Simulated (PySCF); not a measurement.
C5H5BrCl2O.
Z-matrix (Å and degrees, PBE0-D3(BJ)/def2-SVP geometry), rows numbered from 1:
```
Cl
C   1  1.7678
Cl  2  1.7693  1  109.72
Br  2  1.9547  1  109.01  3   120.07
C   2  1.5493  1  109.39  3  -121.53
C   5  1.5021  2  113.94  1   176.86
C   6  1.3314  5  108.75  2  -115.78
C   7  1.4932  6  109.60  5    -0.21
O   5  1.3969  2  109.36  1    59.18
H   5  1.1075  2  104.86  1   -59.18
H   6  1.0892  5  123.63  2    63.38
H   7  1.0913  6  126.49  5   178.93
H   8  1.1057  7  112.76  6  -122.51
H   8  1.1070  7  111.90  6   116.21
```

Computed with PySCF 2.14.0, PBE0-D3(BJ)/def2-SVP geometry optimisation, gas phase.

Take the most abundant isotopes and a rigid rotor. The values belong to one conformer with, in the numbering `[Cl:1][C:2]([Cl:3])([Br:4])[C@@H:5]1[CH:6]=[CH:7][CH2:8][O:9]1`, Cl1–C2–C5–C6 177°.

**Question.** Give the principal moments of inertia and the rotational constants in cm⁻¹.

**Answer.** Ia = 410.39, Ib = 752.73, Ic = 879.44 u·Å²; 505379 MHz·u·Å²/I gives 1231, 671.4 and 574.7 MHz, that is A = 0.04108, B = 0.02240, C = 0.01917 cm⁻¹.

**Question.** What kind of rotor is it?

**Answer.** An asymmetric top: κ = (2 × 671.4 − 1231 − 574.7)/(1231 − 574.7) = -0.71.

**Question.** Is it planar, by Δ = Ic − Ia − Ib?

**Answer.** Not planar: Δ = Ic − Ia − Ib = -283.68 u·Å². For a rigid frame Δ = −2 Σ m c², so Σ m c² = 141.84 u·Å² lies off the ab plane: 5.15 from hydrogen and 136.69 from heavier atoms. The atom farthest from that plane is 1.87 Å away.

**Question.** Give the coordinates in the principal-axis frame, origin at the centre of mass.

**Answer.** The sense of each axis is arbitrary; atoms in the order of the calculation.
```tsv
atom	mass (u)	a (Å)	b (Å)	c (Å)
Cl1	34.969	0.540	2.020	0.558
C2	12.000	0.153	0.399	-0.032
Cl3	34.969	-0.345	0.484	-1.727
Br4	78.918	1.737	-0.734	0.132
C5	12.000	-0.976	-0.208	0.839
C6	12.000	-1.439	-1.561	0.379
C7	12.000	-2.710	-1.471	-0.005
C8	12.000	-3.188	-0.067	0.172
O9	15.995	-2.104	0.613	0.773
H10	1.008	-0.567	-0.219	1.868
H11	1.008	-0.801	-2.444	0.364
H12	1.008	-3.326	-2.278	-0.405
H13	1.008	-4.073	0.003	0.831
H14	1.008	-3.455	0.403	-0.794
```

**Question.** Where do the levels up to J = 3 lie, in K?

**Answer.** Above 0(0,0), as E/k:
J = 1: 1(0,1) 0.060, 1(1,1) 0.087, 1(1,0) 0.091
J = 2: 2(0,2) 0.179, 2(1,2) 0.202, 2(1,1) 0.216, 2(2,1) 0.296, 2(2,0) 0.297
J = 3: 3(0,3) 0.356, 3(1,3) 0.374, 3(1,2) 0.402, 3(2,2) 0.476, 3(2,1) 0.478, 3(3,1) 0.622, 3(3,0) 0.622
The levels of one J sum to (2J + 1)J(J + 1)(A + B + C)/3.

**Question.** Predict some low-J microwave lines.

**Answer.** The dipole components are |μa| = 1.78 D, |μb| = 2.03 D, |μc| = 0.09 D. Intensities carry the squares of the components, which stand as 0.77 : 1.00 : 0.00 (a : b : c). Some lines, for components of 0.1 D or more:

| type | branch | J(Ka,Kc) | MHz | lower level (cm⁻¹) |
| --- | --- | --- | --- | --- |
| b | Q | 1(1,0) ← 1(0,1) | 657 | 0.042 |
| b | Q | 2(1,1) ← 2(0,2) | 765 | 0.124 |
| b | Q | 3(2,1) ← 3(1,2) | 1599 | 0.279 |
| b | R | 1(1,1) ← 0(0,0) | 1806 | 0.000 |
| a | R | 2(0,2) ← 1(0,1) | 2481 | 0.042 |
| b | Q | 3(3,1) ← 3(2,2) | 3049 | 0.331 |
| a | R | 3(1,3) ← 2(1,2) | 3586 | 0.140 |
| a | R | 3(2,1) ← 2(2,0) | 3783 | 0.206 |
| b | R | 2(2,0) ← 1(1,1) | 4377 | 0.060 |
| b | R | 3(2,2) ← 2(1,1) | 5418 | 0.150 |
| b | R | 3(2,1) ← 2(1,2) | 5765 | 0.140 |
| b | R | 3(3,0) ← 2(2,1) | 6788 | 0.206 |

**Question.** Estimate the classical rotational partition function at 10 K, 25 K and 50 K.

**Answer.** Point group C1, symmetry number σ = 1; q = (√π/σ)·√((kT/h)³/(ABC)), k/h = 20836.6 MHz/K: 7730 at 10 K, 30600 at 25 K, 86500 at 50 K.

Stationary, but not proved a minimum. Constants of a rigid frame at the computed geometry: no zero-point averaging, no centrifugal distortion. Quadrupole hyperfine structure (35Cl, 79Br) is left out.
